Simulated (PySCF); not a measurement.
## Potential energy of CaI along the bond

Set-up: PySCF, scalar-relativistic core potentials, basis sets Ca def2-TZVPP, I def2-TZVPP with ECP28. Energies in eV from Ca + I in their ground configurations at the same level. State: ²Σ⁺ (doublet), unpaired electrons σ ↑.

All columns are PBE. A positive dipole means Ca(−)I(+).

| R (Å) | E (eV) | μ (D) | Mulliken charge on Ca (basis-dependent) | HOMO (eV) | LUMO (eV) | Mayer bond order | ⟨S²⟩ |
| --- | --- | --- | --- | --- | --- | --- | --- |
| 2.436 | -2.530 | -2.68 | 0.47 | -3.49 | -2.63 | 0.99 | 0.75 |
| 2.550 | -2.945 | -3.02 | 0.48 | -3.60 | -2.72 | 0.95 | 0.75 |
| 2.663 | -3.167 | -3.44 | 0.49 | -3.71 | -2.82 | 0.93 | 0.75 |
| 2.748 | -3.241 | -3.79 | 0.50 | -3.79 | -2.89 | 0.91 | 0.75 |
| 2.833 | -3.258 | -4.16 | 0.50 | -3.88 | -2.97 | 0.90 | 0.75 |
| 2.918 | -3.232 | -4.56 | 0.50 | -3.96 | -3.06 | 0.89 | 0.75 |
| 3.031 | -3.150 | -5.10 | 0.51 | -4.07 | -3.17 | 0.87 | 0.75 |
| 3.173 | -2.996 | -5.81 | 0.52 | -4.20 | -3.31 | 0.86 | 0.75 |
| 3.343 | -2.771 | -6.66 | 0.52 | -4.34 | -3.48 | 0.84 | 0.75 |
| 3.570 | -2.448 | -7.76 | 0.54 | -4.52 | -3.70 | 0.81 | 0.75 |

A fit through these points gives, at Re = 2.820 Å, μ = -4.11 D and dμ/dR = -4.49 D/Å; the reduced mass is 30.39 u.

Problem. How strong is the fundamental in the double-harmonic approximation, I = 42.26·(dμ/dR)²/μred km/mol?

Solution. I = 42.26·(-4.49)²/30.39 = 28.0 km/mol at PBE.

These are scalar-relativistic numbers at best; spin–orbit coupling would shift them, the dissociation energy most. The state was picked by a PBE0 search and need not be the measured ground state.
